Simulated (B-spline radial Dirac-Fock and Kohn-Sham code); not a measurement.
Z = 13 (aluminum), transition energy 12.7 keV. Calculated with a radial finite-basis atomic code, using a Dirac-Hartree-Slater potential of the neutral atom with a Latter tail (no hole, which puts coefficients of high multipoles low close above an edge), finite nucleus with surface currents. Subshells that would emit electrons below 1 keV are left out.

Q: A pure transition shows α(K) = 4.67, L1/L2 = 32.6 and L1/L3 = 16.8. What is its multipolarity?
A. E4
B. M2
C. M1
D. E1
E. M4
F. E2
G. E3
H. M3

A: D. For comparison, α(K), L1/L2, L1/L3 are E2 342, 7.20, 3.80; E3 20800, 1.90, 1.02; E4 1.22e+06, 0.703, 0.377; M1 0.699, 30.9, 62.3; M2 50.7, 15.6, 11.8; M3 3360, 9.42, 3.40; M4 222000, 6.46, 1.59.
